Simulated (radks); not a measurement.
Values are calculated unless marked as measured or tabulated.
Problem. Coherent X-ray form factor from a spherical all-electron density. Code: a radial shooting solver on a logarithmic mesh with Libxc functionals. Model: scalar-relativistic Kohn-Sham, PBE, spin-polarised, spherical densities, finite nucleus; Fermi nuclear charge, rms radius of each element as measured or else 0.836 A^(1/3) + 0.57 fm.

sin(theta)/lambda (1/angstrom),f0 (electrons)
0.05,32.621
0.1,31.561
0.15,30.014
0.2,28.216
0.25,26.371
0.3,24.608
0.4,21.501
0.5,18.874
0.6,16.551
0.8,12.618
1,9.755
1.25,7.574
1.5,6.384
2,5.057

The species is in the configuration that NIST lists as its ground one. Which atom or ion scatters so?

Solution. The krypton ion Kr3+, [Ar] 3d10 4s2 4p3. Extrapolating in s^2 from the first two rows gives f0(0) = 33.0, near the electron count 33; among species with that count, the fall with angle is slower the higher Z, and the table is that of Z = 36; from so few rows the species is fixed only to a neighbour or two.
